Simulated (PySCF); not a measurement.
**Removing an electron from `C=CCC1=CCC=CC1`**

Compound: C9H12.
Geometry (PBE0-D3(BJ)/def2-SVP, Å), atoms numbered from 1 in this order:
```xyz
21
C9H12 angstrom
C      3.349   -0.147   -0.057
C      2.278    0.545    0.334
C      1.236    1.122   -0.579
C     -0.130    0.533   -0.334
C     -1.132    1.254    0.184
C     -2.500    0.718    0.468
C     -2.651   -0.727    0.113
C     -1.661   -1.458   -0.404
C     -0.295   -0.919   -0.684
H      4.068   -0.547    0.663
H      3.549   -0.335   -1.117
H      2.106    0.707    1.406
H      1.536    0.945   -1.627
H      1.187    2.214   -0.433
H     -0.956    2.310    0.419
H     -2.748    0.870    1.537
H     -3.259    1.319   -0.071
H     -3.627   -1.189    0.293
H     -1.838   -2.512   -0.642
H      0.468   -1.514   -0.146
H     -0.043   -1.066   -1.754
```

Level: PBE0/def2-SVPD (PySCF). Frontier orbitals with their largest atomic shares (Löwdin; up to four atoms above 4 %):

```
orbital  ε (eV)                          main atoms
 HOMO−3   -8.93  C7 12 %, C9 12 %, C8 12 %, C6 12 %
 HOMO−2   -7.55    C1 28 %, C2 26 %, C3 8 %, C8 7 %
 HOMO−1   -7.27  C7 18 %, C8 17 %, C5 14 %, C4 13 %
   HOMO   -6.55                                   ?
   LUMO   -0.10  C1 20 %, C2 19 %, C5 11 %, C4 11 %
 LUMO+1    0.60    C8 22 %, C7 21 %, C2 9 %, C1 8 %
 LUMO+2    0.84     C1 10 %, C2 8 %, C8 7 %, C5 7 %
```

What vertical ionisation energy does ΔSCF give, and how far is −ε(HOMO) from it?

ΔSCF: 8.34 eV (804 kJ/mol; threshold wavelength 149 nm); ⟨S²⟩ of the doublet left behind is 0.753, against 0.75 for a pure doublet. −ε(HOMO) is 6.55 eV, 1.79 eV below it. For the exact functional −ε(HOMO) would equal the first vertical ionisation energy; PBE0 (global hybrid, 25 % exact exchange) falls short of its own ΔSCF value by 21 %.

On which atoms does the HOMO lie?

C5 (alkene CH carbon) 18 %, C4 (fully substituted alkene carbon) 17 %, C8 (alkene CH carbon) 12 %, C7 (alkene CH carbon) 12 %, so no atom holds as much as 40 %. The HOMO−1 lies 0.72 eV lower.

What kinetic energy would electrons from this vertical process carry with He I light (21.218 eV)?

21.22 − 8.34 = 12.88 eV.

Shift the occupied levels rigidly so that −ε(HOMO) equals the ΔSCF value. What binding energies result?

The shift is +1.79 eV: HOMO 8.34, HOMO−1 9.06, HOMO−2 9.34, HOMO−3 10.72 eV. A rigid shift is only a rough guide to the deeper ionisations.

One conformer (not necessarily the lowest) at the PBE0-D3(BJ)/def2-SVP geometry, without solvent, vibrations or thermal averaging.
